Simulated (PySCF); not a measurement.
Which element holds N most strongly?

CCSD(T) extrapolated to the basis-set limit (PySCF; AsN CCSD(T)/CBS(DT)+CV, BN CCSD(T)/CBS(TQ)+CV+SR, GeN CCSD(T)/CBS(DT), InN CCSD(T)/CBS(DT)+CV, SiN CCSD(T)/CBS(TQ)+CV+SR, SnN CCSD(T)/CBS(DT), TaN CCSD(T)/CBS(TQ)+CV; CV core-valence, SR scalar-relativistic term); no spin–orbit coupling. D0 is De less the harmonic zero-point energy.

```tsv
M	state (unpaired electrons)	Re (Å)	ωe (cm⁻¹)	D0(MN) (eV)
As	singlet (closed shell)	1.617	1078	4.84
Ge	doublet (π ↑)	1.745	836	3.52
Ta	singlet (closed shell)	1.680	1084	6.70
Si	doublet (σ ↑)	1.572	1157	4.59
Sn	doublet (π ↑)	1.960	690	2.68
In	triplet (π ↑↑)	2.207	444	1.74
B	triplet (σ ↑, π ↑)	1.323	1534	4.45
```

Q: Order the elements by D0 and give the energy of SiN + In → InN + Si.

A: Ta > As > Si > B > Ge > Sn > In; ΔE = 4.59 − 1.74 = +2.85 eV at composite CCSD(T). Close neighbours can swap at other levels.

Correlated steps freeze the inner cores (2 to 6 orbitals); shallow outer-core shells are correlated. These are scalar-relativistic numbers at best; spin–orbit coupling would shift them, the dissociation energy most. Where the molecule has an RHF reference, its open-shell atoms are computed with UHF. The CCSD T1 diagnostic is raised in BN, SiN, SnN, TaN, a sign that a single reference may not be enough there. States were picked by a PBE0 search and need not be the measured ground states.
